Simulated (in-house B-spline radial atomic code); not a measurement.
Results of a calculation; reference values are marked as such.
**Weak and strong correlation along the adiabatic connection**

Two-electron singlets in several external potentials (atomic units), by full CI in B-splines with partial waves to l = 8 (correlation energies up to 0.6 % small). The repulsion is scaled by λ at fixed density; W(λ) is the mean repulsion less the Hartree energy, W(0) = E_x, and the area under W from 0 to 1 is E_xc.

One system gave this curve:

```
   λ  W (hartree)
   0     -0.95966
0.02     -0.96191
0.05     -0.96524
0.12      -0.9728
0.25     -0.98612
 0.4      -1.0004
 0.6      -1.0178
 0.8      -1.0335
   1      -1.0477
 1.4      -1.0724
   2      -1.1021
   3      -1.1381
 4.5      -1.1736
   7      -1.2089
  10      -1.2338
```

Task: Which system is it?
A. empty sphere, radius 1.81 bohr
B. −Z exp(−kr)/r, Z = 2.19, k = 0.181
C. −Z exp(−kr)/r, Z = 7.99, k = 1.07
D. −V exp(−r²/w²), V = 29.1, w = 0.911

Result: A. The exchange energy sets the size: empty sphere, radius 1.81 bohr: E_x = -0.96, E_c = -0.0478; −Z exp(−kr)/r, Z = 7.99, k = 1.07: E_x = -4.69, E_c = -0.0454; −V exp(−r²/w²), V = 29.1, w = 0.911: E_x = -2.03, E_c = -0.0452; −Z exp(−kr)/r, Z = 2.19, k = 0.181: E_x = -1.13, E_c = -0.0424 hartree.
